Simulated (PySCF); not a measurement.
**Distorted geometries of Cs2Br2**

Cs2Br2 (singlet). PySCF 2.14.0, RKS PBE0, Cs def2-SVP with ECP46, Br def2-SVP; non-relativistic Hamiltonian with scalar-relativistic core potentials where named; density fitting; no spin-orbit coupling. Relaxed geometry:

```xyz
4

Cs    0.0000    0.0000    2.3580
Cs    0.0000    0.0000   -2.3580
Br    2.3786    0.0000    0.0000
Br   -2.3786    0.0000    0.0000
```

Problem. Order these distorted geometries by energy above the relaxed one, lowest first.
A.
```xyz
4

Cs    0.0741   -0.1087    2.2933
Cs   -0.0073    0.0056   -2.3003
Br    2.3674    0.0133    0.0287
Br   -2.4342    0.0897   -0.0217
```
B.
```xyz
4

Cs   -0.0353   -0.0467    2.3780
Cs   -0.0198    0.0440   -2.3737
Br    2.4192   -0.0090    0.0072
Br   -2.3641    0.0117   -0.0114
```
C.
```xyz
4

Cs    0.1439   -0.0585    2.3087
Cs   -0.1573   -0.2463   -2.4360
Br    2.4561   -0.0698    0.1066
Br   -2.4426    0.3745    0.0208
```

Solution. B (0.01 eV), A (0.05 eV), C (0.18 eV).

Problem. Which forces (eV/Å) act in the one that lies 0.18 eV up?

Solution. 
```
Cs  -0.38  0.08  0.22
Cs   0.17  0.08  0.35
Br  -0.02 -0.08 -0.52
Br   0.23 -0.08 -0.05
```
Forces carry noise of the integration grid, about 0.01 to 0.03 eV/Å.
